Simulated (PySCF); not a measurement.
O2S2, SMILES O=S(=O)=S. Atoms are numbered in the order given.

```xyz
4

S      0.0000     0.0000    -0.3915
S      0.0000     0.0000     1.5176
O      0.0000     1.2611    -1.1261
O      0.0000    -1.2611    -1.1261
```
Charge 0, spin multiplicity 1.

The structure is a stationary point at B3LYP-D3(BJ)/def2-SVP.

These are HF/pcSseg-2 run with PySCF values and carry that method's errors.

GIAO shieldings, no solvent; atoms alike by connectivity are averaged. δ = σ(ref) − σ: ³³S against H2S (σ = 707.7 ppm); ¹⁷O against H2O (σ = 326.0 ppm), references at their B3LYP-D3(BJ)/def2-TZVP geometries, non-relativistic.

| nucleus | atoms | count | δ (ppm) |
|---|---|---|---|
| ³³S | S1 | 1 | 909.0 |
| ³³S | S2 | 1 | 583.2 |
| ¹⁷O | O3, O4 | 2 | 478.9 |
